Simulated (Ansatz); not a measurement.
Relaxed structures of SiHTeO (charge +1), singlet (PBE0-D4/def2-TZVP; forces vanish, vibrations not checked; lower isomers may exist, and structures with a doubtful reference or unclear bonds are left out; Å). Program: Ansatz 0.2.0. Basis: def2-TZVPP. Cores are frozen in the correlated methods. Filled d shells of the heavier atoms are correlated. Core potentials replace the inner electrons of the atoms past krypton. The def2 sets are not built for correlating such inner shells, so the correlated values are less sure here.

(1) Rank them by CCSD(T) energy, lowest first, and give each one's height above the lowest. Links in brackets join atoms within 1.22 times the sum of their covalent radii (1.1 for two metals). (An estimate is asked for; the value comes from the calculation.)
A.
SiHTeO ([O]1[Si][TeH]1), total charge +1
```
4
angstrom
O 1.0290 0.0641 0.5728
Si -0.5167 0.1697 0.1318
Te 1.1240 -1.9408 0.2312
H 0.6501 -2.3134 1.7834
```
B.
SiHTeO ([O]1[SiH][Te]1), total charge +1
```
4
angstrom
O 0.9924 0.5252 0.4708
Si -0.3632 0.1404 -0.2598
Te 0.6771 -1.6201 0.8437
H -1.3063 0.9545 -1.0547
```
C.
SiHTeO ([OH]1[Si][Te]1), total charge +1
```
4
angstrom
O 0.9312 0.5843 0.6988
Si -0.4284 0.1795 -0.3894
Te 0.7813 -1.5579 0.8495
H 1.7666 0.9768 0.3958
```

T1 diagnostic: at most 0.022. The restricted Hartree–Fock reference is unstable towards an unrestricted one at one or more of these structures.

Answers

(1) By the calculation: A (0.0 kJ/mol), C (26.0 kJ/mol), B (96.7 kJ/mol). Heights count from the lowest.

For scale, one of the runs: CCSD(T)/def2-TZVPP, 137 basis functions, launched by `ansatz run in.yaml --threads 2 --pin off --events-out ev --progress --plain --max-ram 4352MiB`. Time: 69 s of wall clock on 2 CPU threads of an Intel Xeon; the host was shared. Peak host memory: 0.83 GiB.
